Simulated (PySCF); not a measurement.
Compound: C8H12O2.
SMILES with atom numbers: `[CH2:1]=[C:2]1[CH2:3][CH2:4][CH2:5][C@H:6]([C:7](=[O:8])[OH:9])[CH2:10]1` (hydrogens: H11, H12 on C1; H13, H14 on C3; H15, H16 on C4; H17, H18 on C5; H19 on C6; H20 on O9; H21, H22 on C10)

The same species was optimised twice, with GFN2-xTB and with PBE0-D3(BJ)/def2-SVP (PySCF), and the same property calculations (PySCF, gas phase) were run on both structures.

```
     coordinate  GFN2-xTB  PBE0-D3(BJ)/def2-SVP  change
      C1=C2 (Å)     1.322                 1.337  +0.015
     C6–C10 (Å)     1.535                 1.528  -0.007
      C2–C3 (Å)     1.500                 1.504  +0.004
     C2–C10 (Å)     1.499                 1.503  +0.004
      C6–C7 (Å)     1.510                 1.508  -0.002
      C7=O8 (Å)     1.202                 1.203  +0.001
      C4–C5 (Å)     1.525                 1.523  -0.002
      C7–O9 (Å)     1.340                 1.341  +0.001
      C5–C6 (Å)     1.536                 1.537  +0.001
      C3–C4 (Å)     1.530                 1.529  -0.001
   C5–C6–C7 (°)     108.1                 109.9    +1.8
   C2–C3–C4 (°)     109.6                 111.1    +1.5
  C2–C10–C6 (°)     110.2                 111.3    +1.1
   C3–C4–C5 (°)     110.5                 111.5    +1.0
  C5–C6–C10 (°)     110.1                 111.2    +1.1
  C7–C6–C10 (°)     110.4                 111.2    +0.8
   C4–C5–C6 (°)     110.4                 111.1    +0.7
  C3–C2–C10 (°)     113.7                 114.4    +0.7
C5–C6–C7–O8 (°)       -81                  -104     -23
```

Rotational constants: A = 2445, B = 868.3, C = 749.9 MHz (GFN2-xTB) against A = 2423, B = 880.0, C = 725.9 MHz (PBE0-D3(BJ)/def2-SVP). Point groups within 0.08 Å: C1 and C1.

On the GFN2-xTB structure: HOMO (eV) -7.20 [PBE0/pcSseg-1]; LUMO (eV) 0.14 [PBE0/pcSseg-1]; dipole (D) 1.68 [PBE0/pcSseg-1]; GIAO shielding of C1 (ppm) 72.1 [PBE0/pcSseg-1]; GIAO shielding of C2 (ppm) 30.5 [PBE0/pcSseg-1]; GIAO shielding of C3 (ppm) 147.9 [PBE0/pcSseg-1]; GIAO shielding of C4 (ppm) 154.6 [PBE0/pcSseg-1]; GIAO shielding of C5 (ppm) 152.0 [PBE0/pcSseg-1]; GIAO shielding of C6 (ppm) 139.1 [PBE0/pcSseg-1]; GIAO shielding of C7 (ppm) 5.3 [PBE0/pcSseg-1]; GIAO shielding of O8 (ppm) -81.9 [PBE0/pcSseg-1].

Task: What do these properties become on the PBE0-D3(BJ)/def2-SVP structure?

Result: 
```json
{"property": "HOMO (eV)", "level": "PBE0/pcSseg-1", "on GFN2-xTB": "-7.20", "on PBE0-D3(BJ)/def2-SVP": "-7.15", "change": "+0.05"}
{"property": "LUMO (eV)", "level": "PBE0/pcSseg-1", "on GFN2-xTB": "0.14", "on PBE0-D3(BJ)/def2-SVP": "0.09", "change": "-0.05"}
{"property": "dipole (D)", "level": "PBE0/pcSseg-1", "on GFN2-xTB": "1.68", "on PBE0-D3(BJ)/def2-SVP": "1.82", "change": "+0.14"}
{"property": "energy, GFN2-xTB geometry as zero (kcal/mol)", "level": "PBE0/pcSseg-1", "on GFN2-xTB": "0.0", "on PBE0-D3(BJ)/def2-SVP": "-1.0", "change": "-1.0"}
{"property": "GIAO shielding of C1 (ppm)", "level": "PBE0/pcSseg-1", "on GFN2-xTB": "72.1", "on PBE0-D3(BJ)/def2-SVP": "67.8", "change": "-4.3"}
{"property": "GIAO shielding of C2 (ppm)", "level": "PBE0/pcSseg-1", "on GFN2-xTB": "30.5", "on PBE0-D3(BJ)/def2-SVP": "28.6", "change": "-1.9"}
{"property": "GIAO shielding of C3 (ppm)", "level": "PBE0/pcSseg-1", "on GFN2-xTB": "147.9", "on PBE0-D3(BJ)/def2-SVP": "147.2", "change": "-0.7"}
{"property": "GIAO shielding of C4 (ppm)", "level": "PBE0/pcSseg-1", "on GFN2-xTB": "154.6", "on PBE0-D3(BJ)/def2-SVP": "154.3", "change": "-0.3"}
{"property": "GIAO shielding of C5 (ppm)", "level": "PBE0/pcSseg-1", "on GFN2-xTB": "152.0", "on PBE0-D3(BJ)/def2-SVP": "151.6", "change": "-0.4"}
{"property": "GIAO shielding of C6 (ppm)", "level": "PBE0/pcSseg-1", "on GFN2-xTB": "139.1", "on PBE0-D3(BJ)/def2-SVP": "140.6", "change": "+1.5"}
{"property": "GIAO shielding of C7 (ppm)", "level": "PBE0/pcSseg-1", "on GFN2-xTB": "5.3", "on PBE0-D3(BJ)/def2-SVP": "4.6", "change": "-0.7"}
{"property": "GIAO shielding of O8 (ppm)", "level": "PBE0/pcSseg-1", "on GFN2-xTB": "-81.9", "on PBE0-D3(BJ)/def2-SVP": "-92.5", "change": "-10.6"}
```

The heavy atoms differ by 0.179 Å rms after alignment. Among bonds between heavy atoms C1=C2 changes most (+0.015 Å). Changes are differences of the printed values. Neither structure is proved a minimum here.
